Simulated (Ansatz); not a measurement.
```yaml
crystal:
  periodic: [false, false, false]
  atoms:
    - {symbol: C, position_ang: [0.552404, -3.385918, -0.580014]}
    - {symbol: O, position_ang: [0.593888, -2.005504, -0.728770]}
    - {symbol: Hf, position_ang: [0.132782, -0.150793, -0.883199]}
    - {symbol: Cl, position_ang: [-0.117319, 0.522627, -3.172345]}
    - {symbol: N, position_ang: [-1.617308, 0.231892, 0.070665]}
    - {symbol: C, position_ang: [-2.764118, -0.502865, -0.410285]}
    - {symbol: C, position_ang: [-1.938600, 1.101856, 1.170333]}
    - {symbol: N, position_ang: [1.548150, 0.945904, 0.049730]}
    - {symbol: C, position_ang: [2.723581, 0.565671, 0.788123]}
    - {symbol: C, position_ang: [1.396587, 2.377568, -0.078825]}
    - {symbol: H, position_ang: [-0.337109, -3.696618, -0.020572]}
    - {symbol: H, position_ang: [1.437093, -3.735979, -0.037677]}
    - {symbol: H, position_ang: [0.535103, -3.877959, -1.558202]}
    - {symbol: H, position_ang: [-2.492537, -1.158617, -1.248365]}
    - {symbol: H, position_ang: [-3.202653, -1.140040, 0.371591]}
    - {symbol: H, position_ang: [-3.553358, 0.167589, -0.779341]}
    - {symbol: H, position_ang: [-1.049283, 1.635093, 1.512745]}
    - {symbol: H, position_ang: [-2.341637, 0.541457, 2.027182]}
    - {symbol: H, position_ang: [-2.694370, 1.849928, 0.888149]}
    - {symbol: H, position_ang: [3.640087, 0.943419, 0.312494]}
    - {symbol: H, position_ang: [2.701142, 0.961736, 1.813679]}
    - {symbol: H, position_ang: [2.801671, -0.521742, 0.850475]}
    - {symbol: H, position_ang: [0.501674, 2.629746, -0.663523]}
    - {symbol: H, position_ang: [1.291843, 2.866741, 0.900411]}
    - {symbol: H, position_ang: [2.252307, 2.834817, -0.594469]}
basis:
  gaussian: {orbitals: cc-pVTZ-PP, fitting: {mean_field: def2-universal-jkfit}, final_grid: {core_spheres: 5, valence_spheres: 4, degree: 11}}
magnetization: {spin_polarized: true, initial_magnetization: 0}
hamiltonian: {xc: {name: PBE}, dispersion: d3bj}
output: {forces: true}
```

```sh
$ ansatz run in.yaml --threads 4 --pin off --events-out ev --progress --plain --max-ram 66560MiB --backend cpu
```

(1) How does Ansatz answer? (An estimate is asked.)

Answers

(1) Computed: The input was rejected before any iteration.
```
Functional definition: PBE
Error: <dir> the basis set cc-pVTZ-PP has no functions for C
```
